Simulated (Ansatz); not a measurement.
Input for Ansatz (development build ahead of 0.2.0):

```yaml
crystal:
  periodic: [false, false, false]
  atoms:
    - { symbol: Be, position_ang: [0.0, 0.0, 0.0] }
    - { symbol: Na, position_ang: [0.0, 0.0, 5.0618] }
basis:
  gaussian: { orbitals: pcseg-2 }
total_charge: 1
magnetization:
  spin_polarized: true
  initial_magnetization: 2
hamiltonian:
  xc: pbe0
```

The input is written out in the form of the current development build from the run's settings.

Output:

* Converged: yes
* Total energy: -176.55091 hartree
* Spin squared of the determinant: 2.000
* Stability test: minimum

Caution: charge can spread falsely over distant fragments.
